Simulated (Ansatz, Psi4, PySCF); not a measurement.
silver atom (Ag), doublet (core potentials on Ag). Base run: PySCF with PBE0/def2-SVPD.

The PySCF input:
```python
from pyscf import gto, scf, dft

mol = gto.M(
    atom='''
Ag    0.00000000    0.00000000    0.00000000
''',
    basis='def2-svpd',
    ecp={'Ag': 'def2-svpd'},
    spin=1,
    verbose=4,
)

mf = dft.UKS(mol)
mf.xc = 'pbe0'
mf.kernel()
```

The same geometry, method and basis name were run in Ansatz (a program for electronic structure) and Psi4 and PySCF, at each program's defaults and at the settings that a row names. The base is PySCF at its defaults. Differences at the defaults can come from grids, fitting, cores and function types together.

```json
[
 {"code and settings": "PySCF, defaults (exact integrals, its default grid, spherical functions)", "ΔE vs base (µEh)": "0.0", "basis functions": "34", "E (Eh)": "-146.93034", "SCF cycles": "9"},
 {"code and settings": "Psi4, defaults (density fitting with its default set, its default grid, spherical functions)", "ΔE vs base (µEh)": "-33.2", "basis functions": "34", "E (Eh)": "-146.93038", "SCF cycles": "9"},
 {"code and settings": "Ansatz, defaults (factorised integrals, its default grid, spherical functions)", "ΔE vs base (µEh)": "0.3", "basis functions": "34", "E (Eh)": "-146.93034", "SCF cycles": "-"},
 {"code and settings": "PySCF, density fitting with def2-universal-jkfit", "ΔE vs base (µEh)": "-32.0", "basis functions": "34", "E (Eh)": "-146.93038", "SCF cycles": "9"},
 {"code and settings": "PySCF, fine grid", "ΔE vs base (µEh)": "0.0", "basis functions": "34", "E (Eh)": "-146.93034", "SCF cycles": "9"},
 {"code and settings": "Psi4, exact integrals, spherical functions, fine grid", "ΔE vs base (µEh)": "0.0", "basis functions": "34", "E (Eh)": "-146.93034", "SCF cycles": "12"},
 {"code and settings": "Ansatz, high accuracy", "ΔE vs base (µEh)": "0.0", "basis functions": "34", "E (Eh)": "-146.93034", "SCF cycles": "-"}
]
```

Open shells are given as the SCF converged; they aren't shown to be the lowest states, and a large step between rows can be another state.
